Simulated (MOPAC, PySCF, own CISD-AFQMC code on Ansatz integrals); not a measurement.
Isomers of C2H6Si. Gas-phase values, no solvent. Strings in code marks are SMILES.

Quantity: electronic energy of isomers of C2H6Si relative to `C=C[SiH3]`, in kcal/mol. AFQMC values (own CISD-AFQMC code on Ansatz integrals) carry a statistical error of up to ±0.35 kcal/mol (one standard error) and the bias of the phaseless constraint. Semi-empirical values (MOPAC) are differences of heats of formation.

Level 1: frozen-core phaseless AFQMC with a CISD trial state/cc-pVDZ // B3LYP-D3(BJ)/def2-TZVP (own CISD-AFQMC code on Ansatz integrals)
Level 2: PBE-D3(BJ)/def2-TZVP // B3LYP-D3(BJ)/def2-TZVP (PySCF)
Level 3: M06-2X/6-31G* // B3LYP-D3(BJ)/def2-TZVP (PySCF)
Level 4: AM1 // B3LYP-D3(BJ)/def2-TZVP (MOPAC)

| species | level 1 | level 2 | level 3 | level 4 |
|---|---|---|---|---|
| `CC=[SiH2]` | 16.7 | ___ | 17.2 | 4.21 |
| `C1C[SiH2]1` | 11.2 | 4.33 | 5.27 | 3.58 |
| `C=[SiH]C` | ___ | 4.58 | 8.40 | ___ |

Problem. Fill in the missing entries.

Solution. 
- `CC=[SiH2]`, level 2: 14.7
- `C=[SiH]C`, level 1: 10.2
- `C=[SiH]C`, level 4: -3.11
